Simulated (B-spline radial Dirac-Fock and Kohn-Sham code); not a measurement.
The computed values come from a radial B-spline solver: the Dirac equation of a negative muon with reduced mass in the field of a spherical finite nucleus, with the Uehling potential to all orders; nuclear polarisation, deformation, hyperfine structure, self-energy, higher-order vacuum polarisation, relativistic recoil and electron screening are left out. The nuclear charge is a Fermi distribution (skin thickness 2.3 fm).

Q: A muonic atom of atomic mass 136.91 u emits these computed lines: 2p3/2 → 1s1/2 3899 keV, 3d5/2 → 2p3/2 1184 keV, 4f7/2 → 3d5/2 418.4 keV, 5g9/2 → 4f7/2 192.8 keV. Which element is it, and what rms charge radius was used?

A: Cesium (Z = 55, nuclide ¹³⁷Cs); the high transitions hardly feel the nucleus and fix Z. The 2p → 1s line lies 2830 keV below the value for a point nucleus without QED, which for this nuclear model gives a radius near 4.81 fm (4.8128 fm was used).
